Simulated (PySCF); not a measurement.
## AsH3: from structure and modes to constants

Method: PBE/[As def2-TZVP, H def2-TZVP], no relativity, density fitting, PySCF.

The singlet minimum has C3v symmetry. Masses (u): As 74.92160, H 1.00782.

```xyz
4
charge 0 multiplicity 1, angstrom
As    0.0000    0.0000   -0.0344
H     1.2660    0.0000    0.8349
H    -0.6330    1.0964    0.8349
H    -0.6330   -1.0964    0.8349
```

Harmonic wavenumbers (cm⁻¹): 896.4 (a1, ×1), 980.6 (e, ×2), 2125.5 (a1, ×1), 2142.3 (e, ×2).

(1) Find the principal moments of inertia and the rotational constants. What kind of rotor is it?

(2) What is the harmonic zero-point energy?

(3) Find the vibrational entropy and heat capacity at 298.15 K.

## Answers

(1) About the centre of mass I = 4.6192, 4.6192, 4.8462 u Å². With B = 16.8576/I this gives 3.649, 3.649, 3.479 cm⁻¹. The molecule is an oblate symmetric top.

(2) Half the sum of all 6 wavenumbers, 9268/2 = 4634 cm⁻¹, which is 55.4 kJ/mol (1 cm⁻¹ = 0.0119627 kJ/mol).

(3) With u = 1.43878 ω/T, each mode gives S = R[u/(eᵘ−1) − ln(1−e⁻ᵘ)] and C = R u² eᵘ/(eᵘ−1)².
```json
{"ω (cm⁻¹)": "896.4", "u": "4.326", "S (J/(mol K))": "0.59", "C (J/(mol K))": "2.11"}
{"ω (cm⁻¹)": "980.6 (×2)", "u": "4.732", "S (J/(mol K))": "0.42", "C (J/(mol K))": "1.67"}
{"ω (cm⁻¹)": "2125.5", "u": "10.257", "S (J/(mol K))": "0.00", "C (J/(mol K))": "0.03"}
{"ω (cm⁻¹)": "2142.3 (×2)", "u": "10.338", "S (J/(mol K))": "0.00", "C (J/(mol K))": "0.03"}
```
The sums over all modes are S = 1.4 and C = 5.5 J/(mol K); the softest mode gives 41 % of the entropy (each member, where degenerate).
